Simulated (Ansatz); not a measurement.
`C#[C][SnH2][CH3]` + H–F → `C#[C][SnH2][F]` + CH₄ at 700 K and 1 bar (ligand exchange at the Sn–C bond).

Gas-phase electronic energies from Ansatz, PBE0-D4/def2-TZVP geometries. CBS: MP2 limit from def2 TZ/QZ plus the TZ coupled-cluster correction, frozen cores. This one scheme is used for every species. def2 core potentials past Kr. For Sn outer-core shells are correlated without core-valence functions, which leaves a few kJ/mol of doubt a bond.

| species | CCSD(T)/CBS energy (Eh) | H − E (kJ/mol) | S (J/(mol·K)) |
| --- | --- | --- | --- |
| `C#[C][SnH2][CH3]` | -331.71794 | 255.6 | 463.7 |
| H–F | -100.39570 | 45.2 | 198.5 |
| `C#[C][SnH2][F]` | -391.67763 | 152.2 | 420.8 |
| CH₄ | -40.46206 | 145.9 | 224.0 |

H − E and S are ideal-gas, rigid-rotor, harmonic terms from PBE0-D4/def2-TZVP. 1 Eh = 2625.50 kJ/mol, R = 8.31446 J/(mol·K).

Question: By hand: ΔE, ΔH, ΔS and ΔG.

Answer: ΔE = (-391.67763) + (-40.46206) − (-331.71794) − (-100.39570) = -0.02605 Eh = -68.4 kJ/mol. Δ(H − E) = 152.2 + 145.9 − 255.6 − 45.2 = -2.7, so ΔH = -71.1 kJ/mol. ΔS = 420.8 + 224.0 − 463.7 − 198.5 = -17.4 J/(mol·K). ΔG = -71.1 − 700 × (-17.4)/1000 = -58.9 kJ/mol.

Question: By hand: the equilibrium constant, and the temperature at which ΔG would vanish if ΔH and ΔS stayed fixed.

Answer: log₁₀ K = −ΔG/(RT ln 10) = 4.4. ΔG = 0 at ΔH/ΔS = 4086 K, far beyond where these terms or the molecules hold.

ΔH outweighs TΔS. A doubt of 5 kJ/mol in ΔE shifts log₁₀ K by 0.4 here. These are equilibria of isolated gas molecules and say nothing of rates. Largest T1 diagnostic: 0.014 (customary marks: 0.02 for closed shells, 0.045 for open ones).
